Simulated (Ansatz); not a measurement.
`F[SiH](F)[GeH3]` + `O[SiH2]F` → `F[SiH2][O][GeH3]` + `F[SiH2]F`  (cleavage of the Ge–Si bond)

Computed with Ansatz on PBE0-D4/def2-TZVP structures; ΔE is electronic, products minus reactants. CCSD(T)/CBS adds triple-zeta CCSD(T) − MP2 to the extrapolated MP2 energy (def2 sets, frozen cores). This one scheme is used for every species. Functionals use def2-TZVPP. For Ge outer-core shells are correlated without core-valence functions, which leaves a few kJ/mol of doubt a bond. Scalar relativity is left out up to krypton. Each species was taken in one conformer, which may not be the lowest.

CCSD(T)/CBS gives -7.9 kcal/mol.

Problem. Another level gave -9.8 kcal/mol. Which?
A. BHLYP-D4/def2-TZVPP
B. ωB97X-V/def2-TZVPP
C. r2SCAN0/def2-TZVPP
D. PBE0/def2-TZVPP

Solution. A. BHLYP-D4 -9.8, r2SCAN0 -6.7, ωB97X-V -8.1, PBE0 -4.4 kcal/mol.

Largest T1 diagnostic among the species: 0.012.

In def2-TZVPP, CCSD(T) changes the Hartree–Fock value by +5.3 kcal/mol (the triples alone add +0.4 kcal/mol) and MP2 by +4.1 kcal/mol. At CCSD(T), def2-SVP lies −3.4 kcal/mol from the extrapolated value and def2-TZVPP −1.2 kcal/mol. Leaving LDA and LC-ωPBE aside and taking each functional with its dispersion term where it has one, the values, not all of them listed here, spread over 7.0 kcal/mol, from BHLYP-D4 to PBE-D4. LDA lies +1.1 kcal/mol from PBE without D4.
